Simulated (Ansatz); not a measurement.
C$_{4}$H$_{11}$O$_{2}$, charge +1, singlet, at a GFN2-xTB geometry. Base run: B3LYP/6-31G in Ansatz (a quantum-chemistry and plane-wave program).

Geometry (Å):
```xyz
17

C     -2.1516    -1.0544    -0.1870
O     -1.0371    -0.6028     0.5649
C     -0.7410     0.7598     0.4440
C      0.3233     1.0353    -0.6302
O      1.6462     0.6923    -0.0865
C      1.8736    -0.7337     0.0888
H     -3.0605    -0.5249     0.1076
H     -2.2591    -2.1106     0.0454
H     -1.9928    -0.9315    -1.2625
H     -0.3561     1.0986     1.4117
H     -1.6360     1.3445     0.2039
H      0.3530     2.0995    -0.8658
H      0.1306     0.4481    -1.5322
H      2.3448     1.0503    -0.6715
H      2.8055    -0.8512     0.6389
H      1.0421    -1.1313     0.6731
H      1.9294    -1.2502    -0.8696
```
Charge +1, spin multiplicity 1.
All else is at Ansatz's defaults.
Base energy -309.07663 Eh.

The base run was repeated with changes; each row names its change, and settings that it needs were set with it.

```
change                                                          ΔE vs base (mEh)
--------------------------------------------------------------  ----------------
base                                                                       0.000
final_grid = 10, 20, 41                                                    0.000
point_charge = charge:-1.0 position_ang:0.7483, 5.8279, 1.1858           -93.085
nuclear_model = gaussian                                                   0.038
accuracy = high                                                            0.007
forces = on                                                                0.000
fitting.mean_field = def2-universal-JKFIT                                 -0.105
point_charge = charge:0.5 position_ang:4.9797, 3.2554, -0.9047            55.942
fitting.mean_field = cc-pVTZ-JKFIT                                        -0.057
point_charge = charge:1.0 position_ang:-4.8871, 0.7395, 3.4501            74.085
lower_state_search = off                                                   0.000
```
